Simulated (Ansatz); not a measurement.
Basis-set extrapolation for `O[SiH]S[SiH](O)F` radical (PBE0-D4/def2-TZVP geometry, frozen core, Ansatz). Multiplicity 2, UHF reference.

```
                       def2-TZVPP    def2-QZVPP
                 HF  -1227.244766  -1227.286829
    MP2 correlation     -1.118804     -1.217517
CCSD(T) correlation     -1.197968       not run
```

Energies in hartree. Use E(X) = E(∞) + A·exp(−7.88·√X) for Hartree–Fock and E(X) = E(∞) + B·X^(−2.97) for correlation, with X = 3 and 4, and add CCSD(T) minus MP2 of the smaller set to the MP2 limit.

Problem. What is the CCSD(T) energy at the basis-set limit?

Solution. HF limit: -1227.286829 + (-0.042063) × 0.13774 = -1227.29262. MP2 limit: -1.217517 + (-0.098713) × 0.74074 = -1.29064. Higher-order term: -1.197968 − (-1.118804) = -0.07916. Total: -1228.66242 hartree, 137.9 kcal/mol below CCSD(T)/def2-TZVPP.
